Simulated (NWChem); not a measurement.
System: C2H4BFO; SMILES C=CB(O)F

Here is an NWChem input.

```
start job
memory heap 200 mb stack 900 mb global 1100 mb
geometry units angstroms noautosym nocenter noautoz
  B      0.014843    -0.539521    -0.029561
  F      0.815766    -1.601407     0.013762
  C      0.658512     0.886426    -0.088983
  C     -0.023064     2.027665     0.068433
  H      1.741937     0.953261    -0.246562
  H      0.455701     3.012021     0.038017
  H     -1.106063     2.042377     0.248175
  O     -1.310660    -0.793144    -0.017404
  H     -1.849240     0.000237    -0.085982
end
basis spherical
  * library 6-31g*
end
dft
  xc hfexch
  iterations 150
  mulliken
end
task dft energy
esp
  recalculate
  probe 0.07
  range 0.3
  factor 1.0
  spacing 0.02
end
task esp
```

NWChem printed, in part:

```
             Northwest Computational Chemistry Package (NWChem) 7.3.0
             --------------------------------------------------------

                             Geometry "geometry" -> ""
                             -------------------------

 Output coordinates in angstroms (scale by  1.889725989 to convert to a.u.)

  No.       Tag          Charge          X              Y              Z
 ---- ---------------- ---------- -------------- -------------- --------------
    1 B                    5.0000     0.01484300    -0.53952100    -0.02956100
    2 F                    9.0000     0.81576600    -1.60140700     0.01376200
    3 C                    6.0000     0.65851200     0.88642600    -0.08898300
    4 C                    6.0000    -0.02306400     2.02766500     0.06843300
    5 H                    1.0000     1.74193700     0.95326100    -0.24656200
    6 H                    1.0000     0.45570100     3.01202100     0.03801700
    7 H                    1.0000    -1.10606300     2.04237700     0.24817500
    8 O                    8.0000    -1.31066000    -0.79314400    -0.01740400
    9 H                    1.0000    -1.84924000     0.00023700    -0.08598200

 Effective nuclear repulsion energy (a.u.)     152.4734613511

  xc_inp: hfexch multiplicative factor not found.

                                 NWChem DFT Module
                                 -----------------

 Summary of "ao basis" -> "ao basis" (spherical)
 ------------------------------------------------------------------------------
       Tag                 Description            Shells   Functions and Types
 ---------------- ------------------------------  ------  ---------------------
 B                           6-31g*                  6       14   3s2p1d
 F                           6-31g*                  6       14   3s2p1d
 C                           6-31g*                  6       14   3s2p1d
 H                           6-31g*                  2        2   2s
 O                           6-31g*                  6       14   3s2p1d

            General Information
            -------------------
          SCF calculation type: DFT
          Wavefunction type:  closed shell.
          No. of atoms     :     9
          No. of electrons :    38
           Alpha electrons :    19
            Beta electrons :    19
          Charge           :     0
          Spin multiplicity:     1
          Use of symmetry is: off; symmetry adaption is: off
          Maximum number of iterations: 150
          AO basis - number of functions:    78
                     number of shells:    38
          Convergence on energy requested:  1.00D-06
          Convergence on density requested:  1.00D-05
          Convergence on gradient requested:  5.00D-04

              XC Information
              --------------
                     Hartree-Fock (Exact) Exchange  1.000

      Superposition of Atomic Density Guess
      -------------------------------------

 Sum of atomic energies:        -275.96621120

      Non-variational initial energy
      ------------------------------

 Total energy =    -278.153709
 1-e energy   =    -680.050655
 2-e energy   =     249.423485
 HOMO         =      -0.331955
 LUMO         =      -0.019130

     ---------------------------------------------
      Total Density - Mulliken Population Analysis
     ---------------------------------------------

    Atom       Charge   Shell Charges
 -----------   ------   -------------------------------------------------------
    1 B    5     4.03   2.00  0.53  0.97  0.26  0.14  0.13
    2 F    9     9.49   2.00  0.95  3.46  0.98  2.09  0.01
    3 C    6     6.43   2.00  0.74  1.98  0.61  1.09  0.03
    4 C    6     6.37   2.00  0.74  1.88  0.63  1.10  0.03
    5 H    1     0.79   0.46  0.32
    6 H    1     0.78   0.47  0.32
    7 H    1     0.79   0.47  0.32
    8 O    8     8.87   2.00  0.93  3.13  0.88  1.92  0.01
    9 H    1     0.45   0.35  0.10

   convergence    iter        energy       DeltaE   RMS-Dens  Diis-err
 ---------------- ----- ----------------- --------- --------- ---------
 d= 0,ls=0.0,diis     1   -277.0645333062 -4.30D+02  7.31D-03  6.64D-01
 d= 0,ls=0.0,diis     2   -277.1333636969 -6.88D-02  2.45D-03  1.56D-01
 d= 0,ls=0.0,diis     3   -277.1470390218 -1.37D-02  8.63D-04  6.54D-03
 d= 0,ls=0.0,diis     4   -277.1480103319 -9.71D-04  1.59D-04  1.59D-04
 d= 0,ls=0.0,diis     5   -277.1480378470 -2.75D-05  5.02D-05  1.80D-05
  Resetting Diis
 d= 0,ls=0.0,diis     6   -277.1480404915 -2.64D-06  1.73D-05  1.18D-06
 d= 0,ls=0.0,diis     7   -277.1480408279 -3.36D-07  5.68D-06  1.87D-07

         Total DFT energy =     -277.148040827889
      One electron energy =     -683.472811776444
           Coulomb energy =      287.964553026758
    Exchange-Corr. energy =      -34.113243429346
 Nuclear repulsion energy =      152.473461351144

 Numeric. integr. density =        0.000000000000

                       DFT Final Molecular Orbital Analysis
                       ------------------------------------

 Vector   17  Occ=2.000000D+00  E=-5.375494D-01
              MO Center= -1.0D+00, -8.1D-01, -2.0D-02, r^2= 1.2D+00
   Bfn.  Coefficient  Atom+Function         Bfn.  Coefficient  Atom+Function
  ----- ------------  ---------------      ----- ------------  ---------------
    67      0.575288  8 O  pz                71      0.449403  8 O  pz
    19     -0.206548  2 F  pz                23     -0.166508  2 F  pz
     5      0.108073  1 B  pz                66      0.062990  8 O  py
    70      0.050125  8 O  py                 9      0.043289  1 B  pz
    33      0.038343  3 C  pz                13      0.035977  1 B  d  1

 Vector   18  Occ=2.000000D+00  E=-4.827364D-01
              MO Center=  2.4D-01,  7.0D-01, -3.7D-02, r^2= 3.0D+00
   Bfn.  Coefficient  Atom+Function         Bfn.  Coefficient  Atom+Function
  ----- ------------  ---------------      ----- ------------  ---------------
    32      0.258779  3 C  py                31      0.244604  3 C  px
     4     -0.223556  1 B  py                35      0.184194  3 C  px
    66      0.184559  8 O  py                57      0.169969  5 H  s
    34     -0.168433  3 C  s                 65      0.164627  8 O  px
    36      0.158418  3 C  py                46     -0.147664  4 C  py

 Vector   19  Occ=2.000000D+00  E=-3.928976D-01
              MO Center=  2.8D-01,  1.4D+00, -1.4D-02, r^2= 1.7D+00
   Bfn.  Coefficient  Atom+Function         Bfn.  Coefficient  Atom+Function
  ----- ------------  ---------------      ----- ------------  ---------------
    33      0.361658  3 C  pz                47      0.355831  4 C  pz
    37      0.299237  3 C  pz                51      0.292632  4 C  pz
    67     -0.105637  8 O  pz                71     -0.091585  8 O  pz
    31      0.057623  3 C  px                45      0.056740  4 C  px
    49      0.045990  4 C  px                19     -0.045661  2 F  pz

 Vector   20  Occ=0.000000D+00  E= 1.137505D-01
              MO Center=  1.7D-01,  9.3D-01, -9.5D-03, r^2= 2.9D+00
   Bfn.  Coefficient  Atom+Function         Bfn.  Coefficient  Atom+Function
  ----- ------------  ---------------      ----- ------------  ---------------
    51      0.593343  4 C  pz                37     -0.454994  3 C  pz
    47      0.325898  4 C  pz                 9     -0.318330  1 B  pz
     5     -0.250028  1 B  pz                33     -0.233907  3 C  pz
    71      0.177350  8 O  pz                23      0.137602  2 F  pz
    67      0.128559  8 O  pz                19      0.119075  2 F  pz

 Vector   21  Occ=0.000000D+00  E= 2.003879D-01
              MO Center= -1.5D+00,  8.9D-01,  2.0D-02, r^2= 3.4D+00
   Bfn.  Coefficient  Atom+Function         Bfn.  Coefficient  Atom+Function
  ----- ------------  ---------------      ----- ------------  ---------------
    78      1.117187  9 H  s                 62      0.971893  7 H  s
    48     -0.961809  4 C  s                 68     -0.761886  8 O  s
    49      0.506407  4 C  px                60      0.485895  6 H  s
    70     -0.374326  8 O  py                34     -0.285436  3 C  s
    50     -0.268772  4 C  py                 6      0.213743  1 B  s

 Vector   22  Occ=0.000000D+00  E= 2.597433D-01
              MO Center=  9.3D-01,  1.7D+00, -1.1D-01, r^2= 4.3D+00
   Bfn.  Coefficient  Atom+Function         Bfn.  Coefficient  Atom+Function
  ----- ------------  ---------------      ----- ------------  ---------------
    58      1.372508  5 H  s                 60      1.327614  6 H  s
    34     -1.037186  3 C  s                 48     -0.640641  4 C  s
    50     -0.614182  4 C  py                35     -0.606560  3 C  px
    62     -0.474877  7 H  s                 49     -0.467248  4 C  px
    78     -0.313007  9 H  s                 31     -0.201776  3 C  px

     ---------------------------------------------
      Total Density - Mulliken Population Analysis
     ---------------------------------------------

    Atom       Charge   Shell Charges
 -----------   ------   -------------------------------------------------------
    1 B    5     4.14   2.00  0.50  1.25  0.10  0.12  0.16
    2 F    9     9.40   2.00  0.93  3.31  1.01  2.14  0.01
    3 C    6     6.40   2.00  0.66  1.98  0.62  1.10  0.04
    4 C    6     6.37   2.00  0.68  1.94  0.61  1.10  0.04
    5 H    1     0.80   0.52  0.28
    6 H    1     0.80   0.52  0.28
    7 H    1     0.84   0.53  0.31
    8 O    8     8.72   2.00  0.89  2.93  0.94  1.95  0.02
    9 H    1     0.53   0.46  0.07

     -------------------------------------------
      Total Density - Lowdin Population Analysis
     -------------------------------------------

    Atom       Charge   Shell Charges
 -----------   ------   -------------------------------------------------------
    1 B    5     4.94   1.98  0.41  1.18  0.30  0.68  0.40
    2 F    9     9.08   1.99  0.90  3.19  0.78  2.20  0.02
    3 C    6     6.22   1.99  0.53  1.81  0.43  1.39  0.07
    4 C    6     6.21   1.99  0.55  1.77  0.44  1.38  0.08
    5 H    1     0.85   0.49  0.36
    6 H    1     0.86   0.49  0.37
    7 H    1     0.88   0.50  0.38
    8 O    8     8.31   1.99  0.82  2.78  0.65  2.02  0.04
    9 H    1     0.65   0.44  0.21

     Multipole analysis of the density
     ---------------------------------

     L   x y z        total         alpha         beta         nuclear
     -   - - -        -----         -----         ----         -------
     0   0 0 0     -0.000000    -19.000000    -19.000000     38.000000

     1   1 0 0     -0.332646     -0.152955     -0.152955     -0.026736
     1   0 1 0      1.264352      0.597195      0.597195      0.069961
     1   0 0 1     -0.060987      0.283986      0.283986     -0.628959

     2   2 0 0    -19.598921    -63.763774    -63.763774    107.928627
     2   1 1 0     -1.130813     -1.483774     -1.483774      1.836735
     2   1 0 1     -0.136163      1.016422      1.016422     -2.169008
     2   0 2 0    -22.448726   -141.753750   -141.753750    261.058773
     2   0 1 1      0.181292     -1.226074     -1.226074      2.633441
     2   0 0 2    -21.596360    -11.182650    -11.182650      0.768940

                     NWChem Electrostatic Potential Fit Module
                     -----------------------------------------

 Atom parameters

 Number of atoms is                                    9
 Number of basis functions is                         78

 Grid parameters

 Maximum number of grid points is                  36394
 Number of grid points is                          36393
 Grid range                                     0.300000 nm
 Grid spacing                                   0.020000 nm
 Probe radius                                   0.070000 nm
 Atom radius factor                             1.000000

 Atomic radii

    1    0.100000
    5    0.158000
    6    0.147000
    8    0.136000
    9    0.128000
 FASTESP  F
  using M.O. file = ./job.movecs

    Atom              Coordinates                           Charge

                                                  ESP

    1 B     0.001484   -0.053952   -0.002956    0.917550
    2 F     0.081577   -0.160141    0.001376   -0.368530
    3 C     0.065851    0.088643   -0.008898   -0.460118
    4 C    -0.002306    0.202767    0.006843   -0.203846
    5 H     0.174194    0.095326   -0.024656    0.168269
    6 H     0.045570    0.301202    0.003802    0.148583
    7 H    -0.110606    0.204238    0.024818    0.108267
    8 O    -0.131066   -0.079314   -0.001740   -0.747663
    9 H    -0.184924    0.000024   -0.008598    0.437487
                                            ------------
                                                0.000000

 Dipole moment                                  1.357594

 Quadrupole moment Qxx                          3.822539
                   Qyy                         -4.045741
                   Qzz                          0.223202

 RMS deviation kJ/mol                           0.054649

 RRMS %                                        18.466562
```

Level: Hartree-Fock/6-31G* (spherical d). Coordinates come from a PBE0/def2-SVP optimisation.
